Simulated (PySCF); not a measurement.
Species: Cl3Si(SH), Cl3HSSi.
Structure used (GFN2-xTB), in Å, numbered top down from 1:
```xyz
6
Cl3HSSi angstrom
S      1.4269   -0.5368   -0.8776
Si    -0.4697    0.0148   -0.0035
Cl    -0.5737    2.0200    0.2166
Cl    -1.8947   -0.6378   -1.2547
Cl    -0.6694   -0.8394    1.8160
H      2.1838   -0.0189    0.0816
```

Computed, not measured: delta-SCF UKS SCAN, pcX-2 on the ionised atom, pcseg-1 elsewhere, spin-free X2C (PySCF 2.14.0). Each binding energy is the total energy of the core-ionised species, with the hole localised on one atom, minus that of the ground state; both are solved self-consistently, so orbital relaxation is included.

Some binding energies are withheld.

| atom(s) | bonded to | level | binding energy (eV) |
| --- | --- | --- | --- |
| Si2 | 3 Cl and S | Si 1s | 1849.99 |
| Si2 | 3 Cl and S | Si 2p3/2 | ? |
| S1 | H and Si | S 1s | 2477.82 |
| Cl3/Cl4/Cl5 | Si | Cl 1s | 2829.34 |
| Cl3/Cl4/Cl5 | Si | Cl 2p3/2 | ? |

Q: What is the Si 2p3/2 binding energy of Si2?

A: 109.82 eV (chlorine-bound silicon), with 2p1/2 at 110.44 eV.

Q: Fill in Cl 2p3/2 for Cl3/Cl4/Cl5.

A: 206.76 eV (silicon-bound chlorine), with 2p1/2 at 208.42 eV.

Q: Which photon energy gives electrons from Cl 2p3/2 of Cl3/Cl4/Cl5 a kinetic energy of 200 eV, and what is their de Broglie wavelength?

A: hν = 206.76 + 200 = 406.76 eV, recoil neglected; λ = 12.264 Å/√(E/eV) = 0.87 Å.

One atom of each set of topologically equivalent atoms was ionised and stands for the set; in this conformer not all members are related by symmetry, and their own values weren't computed. Not every level is listed. Spin–orbit coupling isn't in the SCF: each 2p doublet comes from a relaxed spin-free hole plus a matrix of the shell (mean-field spin–orbit coupling and the ground-state 2p splitting), with 2p3/2 averaged over its two sublevels. 2p1/2 minus 2p3/2 (ligand field included): Si 0.63 eV, Cl 1.65 eV. Geometry: GFN2-xTB; no solvent, vibrations or thermal averaging.

Hardware: one thread, Arm Neoverse V1, on a shared host. Cost: 18 s of wall time.
